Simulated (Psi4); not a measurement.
BrHg (SMILES [Br][Hg+]), charge +1, singlet, at a GFN2-xTB geometry (such geometries of metal compounds can be far from the true shape) (core potentials on Hg); Psi4 1.11 with BLYP/def2-SVP.

Input for Psi4:
```
memory 2 GB

molecule mol {
1 1
Hg   -0.000000   -0.000000   -0.709332
Br    0.000000    0.000000    1.621330
}

set {
  basis def2-svp
  reference rks
}

energy('blyp')
print_variables()
```

What the program printed (banner, timings and long lists left out):

```
   => Loading Basis Set <=

    Name: DEF2-SVP
    Role: ORBITAL
    Keyword: BASIS

    !!!  WARNING: ECP capability is in beta. Please check occupations closely.  !!!

         ---------------------------------------------------------
                                   SCF
               by Justin Turney, Rob Parrish, Andy Simmonett
                          and Daniel G. A. Smith
                              RKS Reference
         ---------------------------------------------------------

  ==> Geometry <==

    Molecular point group: c2v
    Full point group: C_inf_v

    Geometry (in Angstrom), charge = 1, multiplicity = 1:

       Center              X                  Y                   Z               Mass
    ------------   -----------------  -----------------  -----------------  -----------------
         HG           0.000000000000     0.000000000000    -0.654820882943   201.970643400000
         BR           0.000000000000     0.000000000000     1.675841117057    78.918337600000

  Running in c2v symmetry.

  Rotational constants: A = ************  B =      0.05469  C =      0.05469 [cm^-1]
  Rotational constants: A = ************  B =   1639.55932  C =   1639.55932 [MHz]
  Nuclear repulsion =  158.935121209767885

  Charge       = 1
  Multiplicity = 1
  Electrons    = 54
  Nalpha       = 27
  Nbeta        = 27

  ==> Algorithm <==

  SCF Algorithm Type is DF.
  DIIS enabled.
  MOM disabled.
  Fractional occupation disabled.
  Guess Type is SAD.
  Energy threshold   = 1.00e-06
  Density threshold  = 1.00e-06
  Integral threshold = 1.00e-12

  ==> Primary Basis <==

  Basis Set: DEF2-SVP
    Blend: DEF2-SVP
    Number of shells: 24
    Number of basis functions: 64
    Number of Cartesian functions: 72
    Spherical Harmonics?: true
    Max angular momentum: 3

  Core potential: DEF2-SVP
    Number of shells: 4
    Number of ECP primitives: 10
    Number of ECP core electrons: 60
    Max angular momentum: 3

  ==> DFT Potential <==

   => LibXC <=

    Version 7.1.2
    S. Lehtola, C. Steigemann, M. J. T. Oliveira, and M. A. L. Marques,  SoftwareX 7, 1–5 (2018) (10.1016/j.softx.2017.11.002)

   => Composite Functional: BLYP <=

    BLYP GGA Exchange-Correlation Functional

    P.J. Stephens et. al., J. Phys. Chem., 98, 11623-11627, 1994
    B. Miehlich et. al., Chem. Phys. Lett., 157(3), 200-206 1989

    Deriv               =              1
    GGA                 =           TRUE
    Meta                =          FALSE

    Exchange Hybrid     =          FALSE
    MP2 Hybrid          =          FALSE

   => Exchange Functionals <=

    1.0000     XC_GGA_X_B88

   => Correlation Functionals <=

    1.0000     XC_GGA_C_LYP

   => LibXC Density Thresholds  <==

    XC_GGA_C_LYP:  1.00E-14
    XC_GGA_X_B88:  1.00E-15

   => Molecular Quadrature <=

    Radial Scheme          =       TREUTLER
    Pruning Scheme         =           NONE
    Nuclear Scheme         =       TREUTLER

    Blocking Scheme        =         OCTREE
    BS radius alpha        =              1
    Pruning alpha          =              1
    Radial Points          =             75
    Spherical Points       =            302
    Total Points           =          41503
    Total Blocks           =            394
    Max Points             =            256
    Max Functions          =             62
    Weights Tolerance      =       1.00E-15

   => Loading Basis Set <=

    Name: (DEF2-SVP AUX)
    Role: JKFIT
    Keyword: DF_BASIS_SCF

  ==> Integral Setup <==

  SCF_SUBTYPE=INCORE selected. In-core MEM_DF algorithm will be used.
  Using in-core AOs.

  ==> MemDFJK: Density-Fitted J/K Matrices <==

    J tasked:                   Yes
    K tasked:                    No
    wK tasked:                   No
    Algorithm:                 Core
    Schwarz Cutoff:           1E-12
    Mask sparsity (%):       0.9766
    Fitting Condition:        1E-10

   => Auxiliary Basis Set <=

  Basis Set: (DEF2-SVP AUX)
    Blend: DEF2-UNIVERSAL-JKFIT
[...]
    Number of Cartesian functions: 736
    Spherical Harmonics?: true
    Max angular momentum: 6

  Minimum eigenvalue in the overlap matrix is 1.0151116013E-02.
  Reciprocal condition number of the overlap matrix is 2.8226253930E-03.
    Using symmetric orthogonalization.

  ==> Pre-Iterations <==

  SCF Guess: Superposition of Atomic Densities via on-the-fly atomic UHF (no occupation information).

   -------------------------
    Irrep   Nso     Nmo
   -------------------------
     A1        30      30
     A2         6       6
     B1        14      14
     B2        14      14
   -------------------------
    Total      64      64
   -------------------------

  ==> Iterations <==

                           Total Energy        Delta E     RMS |[F,P]|

   @DF-RKS iter SAD: -2725.22370871685962   -2.72522e+03   0.00000e+00
    Occupation by irrep:
             A1    A2    B1    B2
    DOCC [    14,    2,    6,    5 ]
    NA   [    14,    2,    6,    5 ]
    NB   [    14,    2,    6,    5 ]

   @DF-RKS iter   1: -2726.60237719507086   -1.37867e+00   4.06005e-02 ADIIS/DIIS
    Occupation by irrep:
             A1    A2    B1    B2
    DOCC [    13,    2,    6,    6 ]
    NA   [    13,    2,    6,    6 ]
    NB   [    13,    2,    6,    6 ]

   @DF-RKS iter   2: -2724.46399522685351    2.13838e+00   6.46338e-02 ADIIS/DIIS
   @DF-RKS iter   3: -2726.95146383670908   -2.48747e+00   1.50261e-02 ADIIS/DIIS
   @DF-RKS iter   4: -2726.93993323544964    1.15306e-02   8.96293e-03 ADIIS/DIIS
   @DF-RKS iter   5: -2727.01141898718106   -7.14858e-02   9.24232e-04 ADIIS/DIIS
   @DF-RKS iter   6: -2727.01173457766936   -3.15590e-04   4.95266e-04 ADIIS/DIIS
   @DF-RKS iter   7: -2727.01194256447252   -2.07987e-04   7.78894e-05 DIIS
   @DF-RKS iter   8: -2727.01194837837465   -5.81390e-06   5.95513e-06 DIIS
   @DF-RKS iter   9: -2727.01194840707785   -2.87032e-08   7.01269e-07 DIIS
  Energy and wave function converged.

  ==> Post-Iterations <==

   Electrons on quadrature grid:
      Ntotal   =   54.0000021926 ; deviation = 2.193e-06

    Orbital Energies [Eh]
    ---------------------

    Doubly Occupied:

[...]
    Virtual:

[...]
      30A1   118.492579

    Final Occupation by Irrep:
             A1    A2    B1    B2
    DOCC [    13,    2,    6,    6 ]
    NA   [    13,    2,    6,    6 ]
    NB   [    13,    2,    6,    6 ]

  @DF-RKS Final Energy: -2727.01194840707785

   => Energetics <=

    Nuclear Repulsion Energy =            158.9351212097678854
    One-Electron Energy =               -4153.8916483057382720
    Two-Electron Energy =                1372.9388234537170774
    DFT Exchange-Correlation Energy =    -104.9942447648249271
    Empirical Dispersion Energy =           0.0000000000000000
    VV10 Nonlocal Energy =                  0.0000000000000000
    Total Energy =                      -2727.0119484070778526

Computation Completed

Properties will be evaluated at   0.000000,   0.000000,   0.000000 [a0]

Properties computed using the SCF density matrix

 Multipole Moments:

 ------------------------------------------------------------------------------------
     Multipole            Electronic (a.u.)      Nuclear  (a.u.)        Total (a.u.)
 ------------------------------------------------------------------------------------

 L = 1.  Multiply by 2.5417464519 to convert [e a0] to [Debye]
 Dipole X            :          0.0000000            0.0000000            0.0000000
 Dipole Y            :          0.0000000            0.0000000            0.0000000
 Dipole Z            :        -86.8530480           86.0921833           -0.7608647
 Magnitude           :                                                    0.7608647

 ------------------------------------------------------------------------------------

  Variable Map:
  ----------------------------------------------------------------------------
[...]
  Array Variable Map:
  ----------------------------------------------------------------------------
[...]
[...]
```
